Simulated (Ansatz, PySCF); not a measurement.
This triplet is an excited state, 0.65 eV above the relaxed singlet at the level frozen-core CCSD(T)/cc-pVTZ // PBE0-D3(BJ)/def2-TZVP (Ansatz, a quantum-chemistry and plane-wave program).

Cartesian coordinates (Å):
```xyz
6

Si    -0.7033     0.0173     0.1028
Ge     1.5103    -0.7075    -0.3107
H     -0.8365     0.6070     1.4622
H     -1.5644    -1.1865     0.0008
H     -1.1342     1.0239    -0.9046
H      2.7280     0.2458    -0.3505
```
Charge 0, spin multiplicity 3.

What total energy, highest occupied spin orbital and dipole moment does PBE0-D3(BJ)/def2-TZVP in PySCF 2.14.0 give?


```json
{
  "total_energy": "-64448.68 eV",
  "highest_occupied_spin_orbital": "-5.57 eV",
  "dipole_moment": "0.33 D"
}
```
